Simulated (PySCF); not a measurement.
SiHF, SMILES F[SiH] (connectivity only; charge and spin as stated), neutral, multiplicity 1. The structure is a stationary point at PBE0-D3(BJ)/def2-TZVPD. The isomer is the one that the SMILES or the coordinates give; other isomers of the formula were not compared.

TDA-LC-ωPBE/def2-TZVPD run with PySCF puts the lowest singlet excitations at 3.06, 5.73, 7.00, 7.87, 8.11, 8.58 eV.

Q: What are the lowest excitation roots from ADC(2)/aug-cc-pVDZ run with PySCF? (Estimate from the structure and the level; the computed values follow.)

A: 3.10, 5.73, 6.55, 7.44, 7.56, 7.76 eV. S1 differs by 0.03 eV (second minus first; roots are paired by order, and the bases may differ).
